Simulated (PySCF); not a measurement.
**CrSF₄: fields on a plane**

Level of theory: PySCF, B3LYP, basis Cr def2-SVP, S def2-SVP, F def2-SVP (no relativity, density fitting).

The singlet minimum has Cr–F 1.722 Å (×4), Cr–S 1.952 Å; F–Cr–F 86.3° (×4), F–Cr–F 150.5° (×2), F–Cr–S 104.8° (×4).

The plane holds Cr1 at (0.00, 0.00), S2 at (1.95, 0.00), F3 at (-0.44, 1.66), F4 at (-0.44, -1.66) Å. Columns run from x = -2.55 to 4.35 Å, rows from y = 4.05 (top) to -3.75 Å, in steps of 0.3 Å. Other isomers or separated fragments may lie lower.

Problem. Give the electrostatic potential (V) (cut at 20 V). Lower edges of the bins (V): '0' -0.76, '1' -0.64, '2' -0.44, '3' -0.14, '4' 0.35, '5' 1.13, '6' 2.35, '7' 4.30, '8' 7.38, '9' 12.26; top 20.0.

Solution. 
```
222222222223333333333333
222222222222333333333333
222111111222333333333333
221110001122333333444443
221100011122333344444444
211002454322334444444444
221025898633344444444444
221148999854444444444444
222259999965555555554444
333358999976666666555444
333457999987778887655544
344567999999899999765544
345578999999999999876554
445678999999999999976554
445678999999999999976554
345578999999999999876554
344567999999899999765544
333457999987778887655544
333358999976666666555444
222259999965555555554444
221148999854444444444444
221025898633344444444444
211002454322334444444444
221100011122333344444444
221110001122333333444443
222111111222333333333333
222222222222333333333333
```

Problem. Give the electron localisation function (set to 0 where the density is under 0.005 e/Å³). Every second row and column.

Solution. 
```
0.00 0.00 0.00 0.00 0.00 0.00 0.00 0.00 0.00 0.00 0.00 0.00
0.00 0.00 0.00 0.00 0.00 0.00 0.00 0.00 0.00 0.00 0.00 0.00
0.00 0.00 0.12 0.34 0.34 0.11 0.00 0.00 0.00 0.00 0.00 0.00
0.00 0.05 0.47 0.83 0.84 0.45 0.00 0.00 0.00 0.00 0.00 0.00
0.00 0.09 0.66 0.68 0.57 0.62 0.04 0.33 0.45 0.35 0.00 0.00
0.00 0.04 0.45 0.75 0.61 0.11 0.38 0.81 0.85 0.72 0.37 0.00
0.00 0.02 0.04 0.21 0.81 0.66 0.64 0.12 0.13 0.91 0.54 0.13
0.00 0.02 0.03 0.51 0.25 0.77 0.63 0.59 0.61 0.92 0.58 0.15
0.00 0.02 0.17 0.16 0.28 0.16 0.60 0.81 0.85 0.86 0.46 0.00
0.00 0.08 0.61 0.83 0.80 0.43 0.13 0.62 0.68 0.53 0.25 0.00
0.00 0.08 0.61 0.84 0.84 0.59 0.01 0.10 0.23 0.14 0.00 0.00
0.00 0.00 0.30 0.61 0.62 0.28 0.00 0.00 0.00 0.00 0.00 0.00
0.00 0.00 0.00 0.11 0.11 0.00 0.00 0.00 0.00 0.00 0.00 0.00
0.00 0.00 0.00 0.00 0.00 0.00 0.00 0.00 0.00 0.00 0.00 0.00
```

Stability towards spin polarisation was not tested.
